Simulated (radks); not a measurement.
Sc9+, 12 electrons, occupied as [He] 2s2 2p(1/2: 2, 3/2: 3) 3s2 3p(1/2: 1, 3/2: 0) (not the ground configuration). All-electron calculation, Dirac Kohn-Sham, BLYP, spin-unpolarised, spherical densities, finite nucleus; Fermi nuclear charge, rms radius 3.5459 fm. Program: a radial shooting solver on a logarithmic mesh with Libxc functionals.

Normalised radial functions P(r) = r R(r) (large component), r in bohr:

| r | 3p3/2 |
|---|---|
| 0.004207 | 0.0023 |
| 0.005263 | 0.0036 |
| 0.006584 | 0.0056 |
| 0.008303 | 0.0087 |
| 0.01039 | 0.0133 |
| 0.013 | 0.0202 |
| 0.01639 | 0.0309 |
| 0.0205 | 0.0463 |
| 0.02565 | 0.0687 |
| 0.03235 | 0.1017 |
| 0.04047 | 0.1462 |
| 0.05063 | 0.2057 |
| 0.06386 | 0.2851 |
| 0.07989 | 0.3776 |
| 0.09995 | 0.4794 |
| 0.126 | 0.5789 |
| 0.1577 | 0.6436 |
| 0.1973 | 0.6418 |
| 0.2488 | 0.5286 |
| 0.3113 | 0.2840 |
| 0.3894 | -0.0871 |
| 0.4872 | -0.5260 |
| 0.6144 | -0.9336 |
| 0.7686 | -1.1486 |
| 0.9616 | -1.1029 |
| 1.213 | -0.8185 |
| 1.517 | -0.4683 |
| 1.898 | -0.1974 |
| 2.394 | -0.0540 |
| 2.995 | -0.0094 |

3p3/2 (empty): eigenvalue -199.51 eV, 1 radial node at r = 0.371 bohr, <r> = 0.909 bohr, 90 % of the charge inside 1.35 bohr.
